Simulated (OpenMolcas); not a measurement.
**Al⁺: from CASSCF to CASPT2**

```json
{
 "Program": "OpenMolcas 26.06",
 "Basis": "ANO-R3 [6s5p4d2f1g]",
 "Scalar Hamiltonian": "X2C, finite nucleus",
 "Active space": "2 electrons in 4 orbitals (3s 3p)",
 "State averaging": "2S+1 = 3 even, 3 roots; 2S+1 = 1 even, 7 roots; 2S+1 = 3 odd, 3 roots; 2S+1 = 1 odd, 3 roots",
 "Spin-orbit coupling": "state interaction with AMFI integrals over the reference wave functions, term energies averaged over their components"
}
```

Methods on the same reference wave functions:
A. CASSCF
B. SS-CASPT2, IPEA 0.25 Eh, imaginary shift 0.1 Eh (closed shells correlated: 2s 2p)
C. MS-CASPT2, IPEA 0.25 Eh, imaginary shift 0.1 Eh (closed shells correlated: 2s 2p)

Energies in cm-1 above 3s2 1S0, the measured ground level; measured values from NIST Handbook of Basic Atomic Spectroscopic Data.

| Level | A | B | C | Measured |
| --- | --- | --- | --- | --- |
| 3s2 1S0 | 0.0 | 0.0 | 0.0 | 0.0 |
| 3s 3p 3P* 0 | 36110 | 37151 | 37320 | 37393 |
| 3s 3p 3P* 1 | 36162 | 37203 | 37372 | 37454 |
| 3s 3p 3P* 2 | 36266 | 37307 | 37476 | 37578 |
| 3s 3p 1P* 1 | 66712 | 61470 | 61639 | 59852 |
| 3p2 3P0 | 93263 | 94304 | 94473 | 94085 |
| 3p2 3P1 | 93314 | 94356 | 94525 | 94147 |
| 3p2 3P2 | 93414 | 94430 | 94599 | 94269 |
| 3p2 1D2 | 101889 | 94641 | 94810 | 85481 |
| 3p2 1S0 | 121290 | 111736 | 112074 | 111637 |

Deviations, from unrounded energies. A percentage is the sum of absolute deviations over the sum of measured energies, with the sign that they share, or ± where signs differ.

| Against measurement | Levels | A | B | C |
| --- | --- | --- | --- | --- |
| mean absolute deviation (cm-1) | 9 | 4400 | 1400 | 1400 |
| other configurations (%) | 9 | ±6.0 | ±1.9 | ±2.0 |

B lies closest to measurement on these levels and A furthest from it. The largest miss of B in the table is 3p2 1D2, by +9200 cm-1. The ranking rests on the paired levels alone, and a cruder setting can come out closer through cancelling errors.

Between B and C the level of the table that moves most is 3p2 1S0, by 340 cm-1 (lowest in B, highest in C).

The lowest spin-free term lies below A's lowest term by 0.276 hartree in B, 0.277 hartree in C.

Over all roots computed the reference weight is 0.91 to 0.98 in B, 0.91 to 0.98 in C; the roots of lowest weight are the least certain, and an intruder state may touch them. The ¹D term of p² mixes with s d, which this space lacks. Without dynamic correlation excited terms often stand tens of per cent too high (terms of higher spin than the ground term too low), and those without a measured partner can miss by more than the paired ones (holds for A). Some levels mix across a computed gap that differs much from the measured one, so their mixing is not that of the real levels (holds for B; C). Measured partners are found by configuration, term and J. A level has none where our copy of the source lacks it or the pairing is in doubt (some pairs that miss far off the trend of their configuration count as doubtful), and it then counts in no deviation. Only configurations of the active space appear.

* marks odd parity.
